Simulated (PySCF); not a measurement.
**Computed properties of Ge(F)(Cl)2(NH2) (Cl2FGeH2N), SMILES [NH2][Ge]([F])([Cl])[Cl]**

Cl2FGeH2N, SMILES [NH2][Ge]([F])([Cl])[Cl]. Geometry: B3LYP-D3(BJ)/def2-SVP. The structure was generated by enumeration, and PubChem lists no compound with its InChIKey, so it may never have been made. One conformer was computed; it need not be the lowest. All values are computed for the isolated molecule unless a solvent is named; none is compared with measurement here.

**Structure.** All 15 harmonic modes at B3LYP-D3(BJ)/def2-SVP (PySCF) are real, so it is a minimum. With heavy atoms numbered as in [NH2:1][Ge:2]([F:3])([Cl:4])[Cl:5], the shortest bond between them is Ge2–F3 at 1.729 Å and the longest Ge2–Cl5 at 2.153 Å.

**Vibrations.** The strongest infrared lines (harmonic, unscaled, degenerate partners summed) lie at 492 cm⁻¹ (229 km/mol, H 67 %, N 27 %), 451 cm⁻¹ (87 km/mol, Cl 59 %, Ge 39 %), 754 cm⁻¹ (66 km/mol, N 38 %, F 26 %, Ge 24 %, H 13 %). The softest mode is at 59 cm⁻¹ and the zero-point energy is 19.3 kcal/mol.

**Electronic structure.** B3LYP/def2-TZVP (PySCF) places the frontier levels at -8.42 and -1.67 eV, a gap of 6.75 eV, and gives a dipole moment of 2.96 D and a mean polarisability of 58.0 bohr³. PBE/def2-TZVP (PySCF) at the same geometry gives -7.18 and -2.35 eV, so its gap is 1.92 eV narrower. An orbital gap is neither the optical nor the fundamental gap.

**Excitations.** TDA-M06-2X/def2-SVPD (PySCF) has S1 at 6.71 eV (185 nm, f = 0.067, bright); the most intense of the 10 singlets computed lies at 9.21 eV (f = 0.12). T1 (TDA) is at 6.13 eV, 0.58 eV under S1. TDA-PBE/def2-SVPD (PySCF) puts S1 at 5.00 eV. No vertical singlet excitation falls in the visible range (under 3.1 eV).

**NMR.** GIAO shifts at PBE0/pcSseg-1 (PySCF) (non-relativistic, atoms alike by connectivity averaged): ¹H at 1.9 ppm against TMS; ¹⁹F at -109.8 ppm against CFCl3. Without spin–orbit terms, shifts of atoms bonded to Cl or Br come out too high.
